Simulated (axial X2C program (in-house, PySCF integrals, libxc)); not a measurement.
**How long does NaCr⁺ take?**

A bond scan computed with an axial X2C code built on PySCF integrals. Basis: Cr dyall-cv3z [9s10p6d3f2g], Na dyall-cv3z [9s8p5d2f] (cores contracted in-house).

The run was started with this input:
```json
{
 "zs": [
  24,
  11
 ],
 "q": 1,
 "bas": [
  "dyall-cv3z",
  "dyall-cv3z"
 ],
 "levels": [
  "PBE0",
  "HF",
  "PW91"
 ],
 "cc": true,
 "r0": 2.77,
 "thr": -2.0,
 "nmax": 90,
 "npts": 10,
 "nst": 2,
 "ntry": 6
}
```
```bash
python so2c.py task.json out
```

Keys: zs atomic numbers; q charge; bas basis sets; levels methods; cc coupled cluster on or off; r0 starting distance in Å; thr threshold in hartree for freezing inner shells (an s shell follows its p shell); nmax most natural virtual spinors; npts points on the curve; nst determinants followed; ntry starts of the search. HF also brings MP2.

Hardware: 1 thread of Arm Neoverse V1, with other jobs on the host.

Wall time of one point of each curve, integrals apart:

```
Hamiltonian                                level  points  seconds a point
  spin-free                                 PBE0      10             0.34
  spin-free                                   HF      10             0.22
  spin-free  CCSD(T) (14 electrons, 89 virtuals)       7              6.4
  spin-free                                 PW91      10             0.24
         2c                                 PBE0      10             0.43
         2c                                   HF      10             0.34
         2c  CCSD(T) (14 electrons, 90 virtuals)       7              6.5
         2c                                 PW91      10             0.26
```

The rest:

Search with its distance optimisation 35 s, atoms 15 s, whole task 170 s. Coupled cluster runs on the points near the minimum only. The program drops outer points, and coupled cluster, when its time limit (not in the input) nears; MP2, further determinants and curves that did not converge are not in the table.
